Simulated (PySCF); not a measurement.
# One molecule, several mistakes: BClGeHN

These are calculations, not measurements. The program is PySCF 2.14.0, an open-source quantum chemistry code, run on an isolated molecule that a program drew, which may never have been made. The molecule is BClGeHN (charge 0, singlet), drawn as the SMILES string `[B][Ge](=[NH])[Cl]`.

Each row is a Hartree-Fock (HF) and frozen-core CCSD(T) single point in the cc-pV(D+d)Z basis, meant for a local HF minimum. Run 1 is clean. Each other run has one planted mistake out of seven kinds, and not every kind appears here: one electron removed, one electron added, multiplicity raised by two, geometry at a saddle point, minimal basis STO-3G, one bond length entered in bohr, all coordinates scaled. The reference is restricted for singlets and unrestricted otherwise, and also for a bond in bohr. Adding or removing an electron swaps singlet and doublet. Electrons count all cores. HOMO and LUMO are orbital energies over both spins, the gradient is its largest component, and the lowest frequency (negative if imaginary) is given only where the gradient is small. Bond lengths are over the 4 bonds as drawn. T1 is the CCSD diagnostic: over 0.02 (restricted) or 0.045 (unrestricted) a single reference is doubtful. Germanium has the cc-pVDZ-PP basis, with a core potential (ECP10MDF) in place of its 10 inner electrons, and its 3s, 3p and 3d shells are frozen in CCSD(T).

Geometry of the clean run:
```xyz
5
BClGeHN, angstrom
B     0.5918   -0.3242    3.5321
Ge    1.3442    0.2750    1.5427
N     2.7712   -0.2325    0.8323
Cl   -0.0903    1.6528    0.6407
H     2.9770    0.1328   -0.0870
```

```
run  electrons  basis functions  <S^2>  HOMO (eV)  LUMO (eV)  gradient (hartree/bohr)  lowest frequency (cm^-1)  mean bond (Å)  longest bond (Å)      T1  HF (hartree)  CCSD(T) (hartree)                     mistake
  1         62               79  0.000      -9.85      -0.47                  1.7e-05                        95         1.7692             2.210  0.0232    -832.45365         -832.96691                    no fault
  2         62               79  2.185      -9.10      -0.12                  3.9e-02                         -         1.7692             2.210  0.0404    -832.45310         -832.93130  multiplicity raised by two
  3         62               79  0.000      -9.67      -0.83                  5.8e-02                         -         1.9338             2.415  0.0309    -832.41943         -832.95331      all coordinates scaled
  4         61               79  1.699     -14.88      -6.81                  1.2e-01                         -         1.7692             2.210  0.0980    -832.16725         -832.62242                           ?
```

**Which mistake was planted in run 4, and what did it cost?**

It counts 61 electrons, one fewer than the clean run, at the same geometry and basis. So the mistake is: one electron removed. Subtracting run 1 and multiplying by 627.51 kcal/mol a hartree, the energy moved by 179.7 kcal/mol in HF and 216.2 kcal/mol in CCSD(T).

Cautions from the logs. Run 1: T1 is over the limit, so its CCSD(T) energy is less reliable; run 3: T1 is over the limit, so its CCSD(T) energy is less reliable; run 4: T1 is over the limit, so its CCSD(T) energy is less reliable.
